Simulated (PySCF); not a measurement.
InF2Br, SMILES [F][In]([Br])[F]. Coordinates come from a PBE-D3(BJ)/def2-SVP optimisation. The def2 effective core potentials stand for the cores of In; spin–orbit coupling is left out.

Level of theory: PBE-D3(BJ)/def2-SVP in PySCF.

Harmonic wavenumbers (cm⁻¹): 84, 115, 120, 254, 587, 611. Rotational constants (GHz): 4.796, 1.205, 0.9629; symmetry number 2.

Question: Work out the zero-point energy and the ideal-gas rigid-rotor harmonic-oscillator thermochemistry at 298.15 K and 1 atm.

Answer: ZPE = ½ Σ hcν = ½ × 1771 cm⁻¹ = 2.53 kcal/mol. H − E(el) = 6.77 kcal/mol. Entropy in cal/(mol K): translation 42.24, rotation 27.07, vibration 12.68, total 81.99. G − E(el) = -17.68 kcal/mol. Cp = 17.60 cal/(mol K). Modes under 150 cm⁻¹ make the vibrational entropy uncertain.
